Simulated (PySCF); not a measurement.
A structure optimised at PBE-D3(BJ)/def2-SVP, used in a PySCF frequency run:

```xyz
6

Ga    -0.0022     0.7535     0.0000
Br    -0.0127    -1.5349     0.0000
O     -1.5661     1.6229     0.0000
H     -1.4110     2.5872     0.0000
O      1.5188     1.7083     0.0000
H      2.3029     1.1274     0.0000
```
Charge 0, spin multiplicity 1.

Task: Write its SMILES, formula and point group.

Result: [OH][Ga]([OH])[Br], BrGaH2O2, Cs

Task: What are its rotational constants (standard atomic weights)?

Result: 6.0523, 1.5609, 1.2409 GHz
